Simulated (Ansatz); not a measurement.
Geometry optimisation, Ansatz, RKS PBE0-D4/def2-SVP.

input.yaml

```yaml
crystal:
  periodic: [false, false, false]
  atoms:
    - { symbol: In, position_ang: [-0.4387, -0.2073, -0.6602] }
    - { symbol: Br, position_ang: [0.7004, -1.0393, 2.0546] }
    - { symbol: Cl, position_ang: [0.5284, -1.2482, -2.4724] }
    - { symbol: Cl, position_ang: [-2.6461, 0.4284, -0.5558] }
    - { symbol: H, position_ang: [1.0016, 0.7409, 1.2005] }
    - { symbol: H, position_ang: [0.8544, 1.3254, 0.4334] }
basis:
  gaussian: { orbitals: def2-SVP }
hamiltonian:
  xc: pbe0
  dispersion: d4
relax:
  f_tol: 0.15
  max_steps: 25
  restrain:
    - { distance: [0, 5], at: 3.03, k: 30.0 }
    - { distance: [4, 1], at: 2.81, k: 30.0 }
    - { distance: [0, 1], at: 2.62, k: 30.0 }
    - { distance: [4, 5], at: 0.62, k: 30.0 }
output:
  orbitals: {}
```

Command:

```bash
$ ansatz run input.yaml --threads 2 --pin off --max-ram 3072MiB --backend cpu --events-out ev --progress --plain --runs-dir out
```

Problem. Where does it end, and by what steps?

Solution. The run converged. The restraints hold the end off the free minimum. After 7 steps the energy has fallen by 1.537 eV (the restraints' own energy left out); Br2 moved furthest, 0.55 Å. Joined: H5–H6.

```
step  energy less start (eV)  largest force component (eV/Å)  accepted
   0                  0.0000                           2.017       yes
   1                 -0.5392                           2.378       yes
   2                 -0.9137                           3.636       yes
   3                 -1.3851                           3.364       yes
   4                 -1.5766                           1.113       yes
   5                 -1.5917                           1.117        no
   6                 -1.5577                           1.645       yes
   7                 -1.5375                           1.971       yes
```

```xyz
6
Properties=species:S:1:pos:R:3
In -0.550 -0.682 -0.433
Br 0.411 -1.451 1.835
Cl 0.586 -1.196 -2.390
Cl -2.558 0.479 -0.495
H 1.058 1.146 0.958
H 1.052 1.703 0.525
```

Run time: 21 s on 2 threads of Intel(R) Xeon(R) 6975P-C (Granite Rapids) (shared host), peak memory 0.29 GiB.
